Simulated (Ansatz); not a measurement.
C₂H₂AlF, SMILES `F[C]1=[CH][AlH]1`. The species carries charge 0 and has multiplicity 1.

```xyz
6

F    -0.676   -1.986   -0.479
C    -0.341   -0.758   -0.091
C     0.601    0.052   -0.637
Al   -0.255    0.856    0.815
H     1.259   -0.129   -1.483
H    -0.588    1.966    1.875
```

(1) List the harmonic frequencies (cm⁻¹, unscaled) at PBE0-D4/def2-TZVP in Ansatz. (Estimate.)

(2) Is this a minimum?

(3) Give the ideal-gas thermochemistry at 298.15 K and 1 bar (rigid rotor, harmonic oscillator; point group Cs, symmetry number 1).

(4) And at 400, 500, 600, 800 and 1000 K?

(5) Rotational constants (cm⁻¹)?

Answers

(1) Ansatz gave: 343, 357, 477, 500, 612, 732, 896, 1016, 1219, 1523, 1986, 3172.

(2) Yes, all 12 modes are real.

(3) Zero-point energy 76.8 kJ/mol; H(298) − E = 90.7 kJ/mol; entropy 284.4 J/(mol·K), of which translation 162.2, rotation 102.6, vibration 19.6; G(298) − E = 6.0 kJ/mol.

(4) 
| T (K) | H − E (kJ/mol) | S (J/mol/K) | G − E (kJ/mol) |
| --- | --- | --- | --- |
| 400 | 98.5 | 306.6 | -24.2 |
| 500 | 107.1 | 325.7 | -55.8 |
| 600 | 116.5 | 342.9 | -89.2 |
| 800 | 137.0 | 372.3 | -160.9 |
| 1000 | 159.1 | 396.9 | -237.8 |

(5) 0.6746, 0.1387, 0.115.
